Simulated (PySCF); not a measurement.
C₆H₁₅NSi₂.
SMILES with atom numbers: `[CH3:1][C@:2]12[CH2:3][C@:4]([N:5]([SiH3:6])[SiH3:7])([CH2:8]1)[CH2:9]2`

Definitions: NICS(0) = −σiso at the ring centroid; NICS(1) = −σiso and NICS(1)zz = −σzz at ±1 Å along the ring normal z. Level: GIAO PBE0/pcSseg-1 (PySCF, non-relativistic, gas phase) on the GFN2-xTB geometry, one conformer.

Ring bond lengths (Å), with Mayer bond orders in brackets: C2–C3 1.541 (0.93), C3–C4 1.540 (0.96), C4–C8 1.540 (0.96), C8–C2 1.540 (0.93); C2–C3 1.541 (0.93), C3–C4 1.540 (0.96), C4–C9 1.547 (0.92), C9–C2 1.540 (0.93).

Question: Give the NICS values of each ring in ppm.

Answer: 
```
       ring                                            type  NICS(0)  NICS(1), two faces  NICS(1)zz, two faces  rms pucker (Å)  centre to ring atoms, mean (Å)
C2–C3–C4–C8  4-membered carbocycle; formal bonds all single    -14.6        -33.2 / -4.7          -26.1 / -3.1            0.31                            1.04
C2–C3–C4–C9  4-membered carbocycle; formal bonds all single    -14.8        -4.5 / -32.0          -3.0 / -23.8            0.31                            1.04
```

Question: What can be read from them?

Answer: 
- C2–C3–C4–C8: mean NICS(1)zz -14.6 ppm, shielded. C2, C3, C4, C8 have four or more neighbours, so the value isn't read as a sign of a π ring current. The two faces differ by 23.0 ppm, so no symmetry operation interchanges them.
- C2–C3–C4–C9: mean NICS(1)zz -13.4 ppm, shielded. C2, C3, C4, C9 have four or more neighbours; no verdict on aromaticity is drawn. The two faces differ by 20.8 ppm, so no symmetry operation interchanges them.

Question: At the first NICS(1) probe listed for ring C2–C3–C4–C8, 1 Å off the ring, what do the in-plane components average?

Answer: The isotropic value is a third of the trace: (3 × -33.2 − (-26.1))/2 = -36.8 ppm.

Question: List the ring angles and the Hirshfeld charges of the ring atoms.

Answer: 
- C2–C3–C4–C8: C2 87.4° (+0.031 e), C3 74.3° (-0.081 e), C4 87.4° (+0.062 e), C8 74.3° (-0.081 e); sum 323.3° against 360° for a flat convex ring.
- C2–C3–C4–C9: C2 87.5° (+0.031 e), C3 74.3° (-0.081 e), C4 87.3° (+0.062 e), C9 74.1° (-0.087 e); sum 323.1° against 360° for a flat convex ring.

Question: How shielded are the nuclei of the rings and their hydrogens (means over atoms taken as equivalent)?

Answer: 
```tsv
atoms	environment	σ isotropic (ppm)
C2	sp3 carbon at a ring junction	155.7
C3 (×3)	four-membered-ring carbon	132.8
C4	sp3 carbon bound to nitrogen	135.2
H on C3 (×6)	methylene hydrogen	30.01
```

The values belong to the conformer `[CH3:1][C@:2]12[CH2:3][C@:4]([N:5]([SiH3:6])[SiH3:7])([CH2:8]1)[CH2:9]2`: C3–C4–N5–Si6 -155°.
